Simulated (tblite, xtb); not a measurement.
C$_{8}$H$_{12}$Sn, singlet, at a GFN2-xTB geometry (such geometries of metal compounds can be far from the true shape). Base run: xtb with GFN1-xTB.

xtb was given this input:
```
$ xtb mol.xyz --gfn 1 --json

# file mol.xyz
21

C     -2.34956217     1.98384491    -0.10175669
C     -1.31431038     1.62809920     0.63354554
Sn     0.11122402     0.07558467     0.09454479
C     -0.30611682    -1.70543337     1.27356854
C     -1.40849447    -1.90148357     1.97024161
C     -0.05378305    -0.38416470    -2.02350741
C     -0.48326960    -1.52892442    -2.51764415
C      2.12594803     0.77630803     0.52546259
C      3.14597075     0.69349121    -0.30643983
H     -2.56400531     1.52412988    -1.05263064
H     -3.03546011     2.75783006     0.21275599
H     -1.14440948     2.12330475     1.58003164
H      0.45915531    -2.46966498     1.26446482
H     -2.19855318    -1.16972481     2.01274545
H     -1.57413943    -2.80792449     2.53531719
H      0.23777051     0.40764976    -2.70055144
H     -0.78748174    -2.34847672    -1.88748130
H     -0.55216069    -1.70204623    -3.58252119
H      2.27726639     1.21717371     1.50148224
H      4.12960787     1.05481756    -0.04166517
H      3.05291553     0.26327375    -1.29000798
```

Programs used: tblite, xtb; a row that names a program was run with it.

Variants of this job, named by their change:

```csv
change,ΔE vs base (kcal/mol),HOMO-LUMO gap (eV),dipole (D),G_solv (kcal/mol),SCF cycles
base,0.000,4.32,0.16,-,9
gbsa = thf,-9.57,4.31,0.20,-9.65,9
acc = 1000,0.000,4.31,0.16,-,6
"program = tblite; method = gfn1; option = (--efield, 0,0,0.1)",-0.086,-,-,-,-
program = tblite; method = gfn1,0.000,-,-,-,-
alpb = water,-0.577,4.31,0.19,-0.64,9
etemp = 10000,?,?,?,-,10
alpb = ether,?,4.31,?,?,9
```

Problem. Fill in the missing entries.

Solution. 
- etemp = 10000, ΔE vs base (kcal/mol): -25.98
- etemp = 10000, HOMO-LUMO gap (eV): 4.33
- etemp = 10000, dipole (D): 0.10
- alpb = ether, ΔE vs base (kcal/mol): -7.28
- alpb = ether, dipole (D): 0.17
- alpb = ether, G_solv (kcal/mol): -7.32

ALPB and GBSA are two models with their own fitted parameters for each solvent, which aren't always the measured dielectric constant.
